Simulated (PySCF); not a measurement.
## One molecule, a ladder of functionals, a line

Molecule: `C#[C][Al]([CH3])[C]#C`, C₅H₅Al.

Structure with atom numbers: `[CH:1]#[C:2][Al:3]([CH3:4])[C:5]#[CH:6]` (H(Xn): hydrogen on atom n).

GIAO shieldings (ppm, equivalent atoms averaged) in PySCF 2.14.0 with density-fitted response routines on the PBE0-D3(BJ)/def2-SVP geometry, basis pcSseg-2, gas phase, non-relativistic:

```csv
functional,exact exchange (%),σ(C2/C5),σ(C4),σ(Al3)
BLYP,0,77.5,184.1,333.2
BP86,0,81.1,187.8,338.9
PBE,0,80.6,188.3,338.0
PBE0,25,84.6,193.3,354.9
mPW1PW91,25,84.3,192.7,356.5
BHandHLYP,50,85.2,193.7,364.1
HF,100,94.5,200.9,398.0
```

(1) Fit each shielding as a line in the percentage of exact exchange.

(2) What does the line predict for B3LYP (20 %), and what does the run give?

Answers

(1) σ(C2/C5) = 79.9 + 0.14 x (rms 1.4 ppm); σ(C4) = 187.6 + 0.14 x (rms 1.8 ppm); σ(Al3) = 337.6 + 0.60 x (rms 2.8 ppm). The functionals also differ in their semilocal parts, which the line can't hold; Hartree–Fock has no correlation at all.

(2) σ(C2/C5): 82.7 predicted, 80.6 computed; σ(C4): 190.4 predicted, 188.5 computed; σ(Al3): 349.6 predicted, 345.8 computed ppm.
